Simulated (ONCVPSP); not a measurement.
## What one change does to a pseudopotential (Ru (Z = 44), ONCV)

ONCVPSP 4.0.1 input, shortened (lines: element, Z, core and valence counts, functional; n l f; lmax; l rc ep ncon nbas qcut; lloc lpopt rc5 dvloc0; l nproj debl; icmod fcfact rcfact), PBE, scalar-relativistic:

```
  Ru 44.00    6    4        4      upf
    1    0    2.00
    2    0    2.00
    2    1    6.00
    3    0    2.00
    3    1    6.00
    3    2   10.00
    4    0    2.00
    4    1    6.00
    4    2    7.00
    5    0    1.00
    2
    0    1.60    0.00    3    8    8.20
    1    1.85    0.00    3    6    7.70
    2    1.85    0.00    4    8    8.90
    4    5    1.50    0.00
    0    2    3.60
    1    3    2.90
    2    2    2.40
    0    0.00    0.00
```

All-electron outer shells of the reference configuration (PBE, scalar-relativistic, ld1.x):

```json
{"shell": "3d", "level (eV)": "-273.12", "outermost node (bohr)": "–", "outermost maximum (bohr)": "0.30"}
{"shell": "4s", "level (eV)": "-76.37", "outermost node (bohr)": "0.48", "outermost maximum (bohr)": "0.92"}
{"shell": "4p", "level (eV)": "-46.42", "outermost node (bohr)": "0.49", "outermost maximum (bohr)": "0.98"}
{"shell": "4d", "level (eV)": "-5.20", "outermost node (bohr)": "0.48", "outermost maximum (bohr)": "1.21"}
{"shell": "5s", "level (eV)": "-4.24", "outermost node (bohr)": "1.24", "outermost maximum (bohr)": "2.73"}
```

Change: core [Kr], valence charge 8; reference 4d7.5 5s0.5; waves now 5s: rc 2.80 bohr, ncon 4, nbas 7, qcut 2.4 1/bohr, 3 projectors, debl 1.6 Ha; p scattering state at 0.19 Ha: rc 2.95 bohr, ncon 4, nbas 8, qcut 2.2 1/bohr, 2 projectors, debl 3.4 Ha; 4d: rc 1.60 bohr, ncon 5, nbas 10, qcut 6.9 1/bohr, 1 projector; local potential polynomial inside 1.15 bohr (lpopt 5, dvloc0 -1 Ha). In the p channel the program set the typed energies aside and used 0.050, 3.450 Ha.

Cutoffs: the cutoffs (Ha) at which the residual kinetic energy of the hardest occupied pseudo-wave falls to 1 and 0.1 mHa per electron; they do not see the model core or the augmentation charge, which bear on the density cutoff. Errors are all-electron minus pseudo energies relative to the spin-unpolarised reference configuration.

Question: What does the change do?

Answer: The potential gets neither clearly harder nor softer (24 Ha and 29 Ha → 22 Ha and 54 Ha); a bound ghost appears in s, which as a rule spoils a file. Several settings change at once here, so the effects cannot be laid on one of them.

```tsv
quantity	base	changed
cutoff, loose	24 Ha	22 Ha
cutoff, tight	29 Ha	54 Ha
bound ghosts	none	s
GHOST(+) flags under 300 eV	none	none
largest error over its own tests, meV	-2.1	+18
```

 A true bound ghost makes a file unfit for plane-wave use even where its test errors are small: the radial tests pick states by their node count and pass the ghost by.
